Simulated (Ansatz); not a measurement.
GeH$_{8}$SSi$_{2}$ (`[SiH3][SiH2][S][GeH3]`). Charge 0, multiplicity 1. The geometry is a stationary point of PBE0-D4/def2-TZVP. It is one conformer, not always the lowest.

```xyz
12

Si    0.571   -1.781   -0.963
Si    1.034    0.506   -0.778
S     0.948    1.172    1.255
Ge   -1.262    1.204    1.527
H     0.653   -2.216   -2.384
H     1.556   -2.553   -0.161
H    -0.797   -2.074   -0.456
H     0.089    1.297   -1.615
H     2.422    0.784   -1.233
H    -1.487    1.748    2.942
H    -1.891    2.126    0.472
H    -1.837   -0.214    1.393
```

(1) What is the dipole moment at PBE/def2-TZVPP? (Best estimate.)

(2) And with r2SCAN, B3LYP, ωB97M-V? (Estimate.)

(3) Give the Mulliken charges with PBE, r2SCAN, ωB97M-V in def2-TZVPP. (An estimate is asked.)

Results:

(1) Computed: 1.06 D, with components (-1.02, -0.10, -0.26) D in this frame, pointing from negative to positive charge.

(2) Ansatz gave: r2SCAN 1.13 D, B3LYP 1.10 D, ωB97M-V 1.14 D.

(3) Computed: 
```csv
atom,PBE,r2SCAN,ωB97M-V
Si1,0.11,0.18,0.06
Si2,0.21,0.28,0.14
S3,-0.31,-0.37,-0.31
Ge4,0.16,0.21,0.08
H5,-0.04,-0.07,-0.02
H6,-0.04,-0.06,-0.01
H7,-0.04,-0.06,-0.02
H8,-0.05,-0.06,-0.01
H9,-0.04,-0.07,-0.01
H10,0.01,0.01,0.04
H11,0.01,0.00,0.03
H12,0.01,0.00,0.03
```

B3LYP here is the variant with VWN-RPA as its local correlation; programs differ in this.
